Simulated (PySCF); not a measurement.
**Constants of NaI, step by step**

State: ¹Σ⁺, singlet, closed shell. De refers to Na + I. RHF-based CCSD(T) in PySCF 2.14 with Na cc-pCVDZ, I aug-cc-pVDZ-PP with ECP28 and Na cc-pCVTZ, I aug-cc-pVTZ-PP with ECP28 (frozen core orbitals: 10; scalar-relativistic core potentials). Correlation energies are extrapolated as n⁻³ (n = 2, 3), Hartree–Fock as (n+1)·exp(−9√n). CV is the change on freezing 5 orbitals instead, in Na cc-pCVTZ, I cc-pwCVTZ-PP with ECP28.

```csv
Level,Re (Å),ωe (cm⁻¹),ωexe (cm⁻¹),αe (cm⁻¹),De (eV)
CCSD(T)/DZ,2.7881,239.7,0.759,0.000603,3.142
CCSD(T)/TZ,2.7499,253.4,0.853,0.000590,3.243
HF/CBS,2.7594,252.1,0.894,0.000611,2.409
MP2/CBS,2.7365,257.4,0.862,0.000588,3.348
CCSD/CBS,2.7388,257.4,0.860,0.000583,3.215
CCSD(T)/CBS,2.7395,257.0,0.858,0.000582,3.299
CCSD(T)/CBS+CV,2.7291,258.3,0.860,0.000586,3.342
```

Task: How much is left between CCSD(T)/TZ and the basis-set limit, and how much do the triples give at the limit?

Result: CCSD(T)/CBS less CCSD(T)/TZ: -10.4 mÅ in Re, +3.6 cm⁻¹ in ωe and +0.056 eV in De. CCSD(T)/CBS less CCSD/CBS: +0.7 mÅ in Re, -0.4 cm⁻¹ in ωe and +0.084 eV in De.

Task: What do the later terms add?

Result: CV: -10.4 mÅ in Re, +1.3 cm⁻¹ in ωe and +0.043 eV in De, each against the row above.

The T1 diagnostic is 0.008. The open-shell atoms are computed with UHF. Spin–orbit coupling, excitations beyond (T) and corrections to the Born–Oppenheimer picture are left out, and spin–orbit coupling matters for open p, d or f shells this heavy.

The whole job (state search and all basis sets along the bond) took about 15 min on 4 threads of Arm Neoverse V1 (shared host), peak memory 5.8 GiB.
